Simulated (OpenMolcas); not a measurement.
# 4d³ along the 39-electron sequence

| Item | Value |
| --- | --- |
| Program | OpenMolcas |
| Method | MS-CASPT2, IPEA 0.25 Eh, imaginary shift 0.1 Eh |
| Basis | ANO-RCC-VTZP |
| Scalar Hamiltonian | DKH2, point nucleus |
| Spin-orbit coupling | state interaction with AMFI integrals over the reference wave functions, term energies averaged over their components |

Active space for each ion: 3 electrons in 10 orbitals (4d 5d); closed shells correlated by CASPT2: 4s 4p.

Computed levels in cm-1 above ⁴F_3/2:

```
                               Level   Tc4+   Ru5+   Rh6+   Pd7+
                              ⁴F_5/2   1068   1430   1881   2480
                              ⁴F_7/2   2390   3160   4100   5320
                              ⁴F_9/2   3860   5040   6440   8210
                              ⁴P_3/2  11990  13480  14890  16280
                              ⁴P_1/2  12040  13600  15150  16770
                              ⁴P_5/2  13760  15840  18040  20510
                              ²G_7/2  13860  15920  17990  20250
                              ²G_9/2  14780  17000  19200  21550
                              ²P_1/2  17200  20090  22900  25950
weight of ⁴F in the lowest level (%)     98     98     97     96
```

Mixed levels, with the weight of the term that names them: Ru5+ ²G_9/2 (74 %), Rh6+ ²G_9/2 (67 %), Pd7+ ⁴P_3/2 (72 %), Pd7+ ²G_9/2 (59 %).

The fine-structure level ⁴F_9/2 changes by a factor of 2.13 from Tc4+ to Pd7+. Its fourth root runs 7.88, 8.43, 8.96, 9.52, with steps per unit of Z of 0.54, 0.53, 0.56; equal steps would mean a (Z - σ)^4 law with constant σ.

⁴P_3/2 changes by a factor of 1.36 over the same range, with steps per unit of Z of +1490, +1410, +1390 cm-1.

CASPT2 does not keep the components of a term degenerate, so their means are used; among the terms shown or strongly mixed into the levels shown the widest spread is 980 cm-1 (4d³ ⁴F, Pd7+). Active for correlation alone: 5d; no level in the range computed is led by a configuration that fills it, so any true level of that kind is missing. Levels of configurations outside the active space are missing.
